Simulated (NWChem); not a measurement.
CHS$_{2}$ cation; SMILES S=C=[SH+]

```xyz
4

S      0.0156    -1.6026     0.0000
C     -0.0246    -0.0956     0.0000
S      0.0750     1.5415     0.0000
H     -1.2790     1.7232     0.0000
```
Atoms are numbered in this order, from 1.

All runs use the structure optimised with PBE0/def2-SVP.

 Unshifted, non-relativistic core excitations; the lowest 4 roots alone, so stronger bands may lie above.

**Question.** List the first C K-edge excitations from PBE/cc-pVTZ, restricted-window TDA (NWChem).

**Answer.** 
```tsv
state	energy (eV)	dipole oscillator strength	leading excitation (squared amplitude)
S1	269.2	0.0380	1s of atom 2 or its equivalents → LUMO (1.00)
S2	270.1	0.0421	1s of atom 2 or its equivalents → LUMO+1 (1.00)
S3	272.5	0.0058	1s of atom 2 or its equivalents → LUMO+2 (0.87)
S4	273.3	0.0024	1s of atom 2 or its equivalents → LUMO+3 (0.87)
```
